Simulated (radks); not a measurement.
Values are calculated unless marked as measured or tabulated.
Species: Ca. Configuration: [Ar] 4s2 (the NIST ground configuration). Code: a radial shooting solver on a logarithmic mesh with Libxc functionals. Model: scalar-relativistic Kohn-Sham, PBE, spin-polarised, spherical densities, point nucleus.

Local quantities along the radius. ELF = 1/(1 + alpha^2) is the electron localisation function; alpha = (tau - tau_W)/tau_unif compares the Pauli kinetic energy density with that of the uniform gas (summed over spins). tau is taken from the large components.

```
   r/bohr * ELF (the largest magnitude, 1, reaches the edge; | marks zero)
 0.004328 |                                                      *
 0.004958 |                                                      *
 0.005681 |                                                      *
 0.006508 |                                                      *
 0.007456 |                                                      *
 0.008543 |                                                      *
 0.009787 |                                                      *
  0.01121 |                                                      *
  0.01285 |                                                      *
  0.01472 |                                                      *
  0.01686 |                                                      *
  0.01932 |                                                      *
  0.02213 |                                                      *
  0.02536 |                                                      *
  0.02905 |                                                      *
  0.03328 |                                                      *
  0.03813 |                                                      *
  0.04369 |                                                     *
  0.05005 |                                                     *
  0.05734 |                                                   *
   0.0657 |                                                *
  0.07527 |                                         *
  0.08624 |                               *
   0.0988 |                     *
   0.1132 |              *
   0.1297 |             *
   0.1486 |                *
   0.1702 |                        *
   0.1966 |                                 *
   0.2252 |                                        *
    0.258 |                                            *
   0.2956 |                                              *
   0.3387 |                                             *
    0.388 |                                          *
   0.4446 |                              *
   0.5093 |              *
   0.5835 |     *
   0.6685 |      *
   0.7659 |                  *
   0.8775 |                                     *
    1.005 |                                             *
    1.152 |                                               *
     1.32 |                                              *
    1.512 |                                          *
    1.732 |                                *
    1.984 |               *
    2.274 |     *
    2.605 |    *
    2.984 |           *
    3.419 |                                  *
    3.917 |                                                   *
    4.488 |                                                      *
    5.141 |                                                      *
     5.89 |                                                      *
    6.749 |                                                      *
    7.732 |                                                      *
    8.858 |                                                      *
    10.15 |                                                      *
    11.63 |                                                      *
    13.32 |                                                      *
```

On this mesh the ELF has minima near r = 0.13, 0.58, 2.6 bohr, which separate the shells, and maxima near 0.30 (0.85), 1.2 (0.88).

Self-consistent cycle (total energy in hartree, residual of the potential): 1: -680.184869, 2e+00; 2: -680.274629, 1e+00; 3: -680.324318, 1e-01; 4: -680.325189, 9e-03; 5: -680.325171, 1e-03; 6: -680.325170, 6e-04; 7: -680.325169, 1e-05; 8: -680.325169, 6e-06; 9: -680.325169, 2e-06; 10: -680.325169, 3e-07; 11: -680.325169, 4e-08; 12: -680.325169, 9e-09; 13: -680.325169, 6e-10.
